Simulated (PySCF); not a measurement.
hexa-1,5-diene (C₆H₁₀), SMILES C(CC=C)C=C. The structure is a stationary point at PBE-D3(BJ)/def2-SVP. The values are those of a single conformer.

Computed equilibrium geometry at PBE-D3(BJ)/def2-SVP (PySCF confirms it by a frequency run) as Cartesian coordinates in Å (one conformer of several):
```xyz
16

C      2.6168    -0.6033     0.2328
C      1.2828    -0.5993     0.0668
C      0.5214     0.3992    -0.7622
C     -0.5510     1.1728     0.0256
C     -1.7839     0.4101     0.4346
C     -2.1358    -0.8339     0.0640
H      3.2596     0.1479    -0.2577
H      3.1186    -1.3570     0.8596
H      0.6791    -1.3664     0.5844
H      1.2361     1.1211    -1.2094
H      0.0311    -0.1181    -1.6186
H     -0.8816     2.0508    -0.5763
H     -0.0874     1.6179     0.9350
H     -2.4697     0.9676     1.0993
H     -3.0790    -1.2835     0.4105
H     -1.5086    -1.4536    -0.5967
```
Charge 0, spin multiplicity 1.
